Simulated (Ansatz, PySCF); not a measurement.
C2H6O2Te, SMILES O([Te]OC)C. Atoms are numbered in the order given.

```xyz
11

Te     0.2710     0.1626     0.5436
O     -1.4223     0.7661    -0.3024
C     -2.5026    -0.1371    -0.3048
H     -2.8174    -0.4262     0.7145
H     -3.3462     0.3715    -0.7987
H     -2.2731    -1.0572    -0.8701
O      0.8304    -1.1067    -0.8786
C      1.3064    -0.5584    -2.0851
H      2.2021     0.0729    -1.9412
H      1.5774    -1.4037    -2.7380
H      0.5373     0.0443    -2.5991
```
Charge 0, spin multiplicity 1.

Coordinates come from a PBE0-D3(BJ)/def2-SVP optimisation. The def2 effective core potentials stand for the cores of Te; spin–orbit coupling is left out. Other conformers were not sampled.

Two levels are set side by side: PBE-D3(BJ)/def2-SVP (Ansatz, a quantum-chemistry and plane-wave program) and PBE0-D3(BJ)/def2-SVP (Ansatz). Each level has its own optimised geometry; the coordinates shown are those of the second. Frequencies come from the Hessian of PySCF at each geometry. Differences are taken from unrounded values.

| quantity | PBE0-D3(BJ) | PBE-D3(BJ) | PBE-D3(BJ) minus PBE0-D3(BJ) |
|---|---|---|---|
| mean bond length (Å) | 1.341 | 1.357 | 0.016 |
| bond Te1–O2 (Å) | 1.987 | 2.024 | 0.037 |
| bond Te1–O7 (Å) | 1.987 | 2.024 | 0.037 |
| bond O2–C3 (Å) | 1.408 | 1.423 | 0.015 |
| bond O7–C8 (Å) | 1.408 | 1.423 | 0.015 |
| bond C3–H4 (Å) | 1.105 | 1.114 | 0.009 |
| bond C3–H5 (Å) | 1.102 | 1.111 | 0.009 |
| bond C3–H6 (Å) | 1.104 | 1.113 | 0.009 |
| bond C8–H9 (Å) | 1.105 | 1.114 | 0.009 |
| bond C8–H10 (Å) | 1.102 | 1.111 | 0.009 |
| bond C8–H11 (Å) | 1.104 | 1.113 | 0.009 |
| highest harmonic wavenumber (cm⁻¹) | 3132 | 3031 | -101 |
| mean harmonic wavenumber (cm⁻¹) | 1354 | 1302 | -52 |
| zero-point energy (kcal/mol) | 52.28 | 50.26 | -2.01 |

Exact exchange shortens and stiffens bonds; PBE has none. Differences between two approximate levels are no errors against the true value.
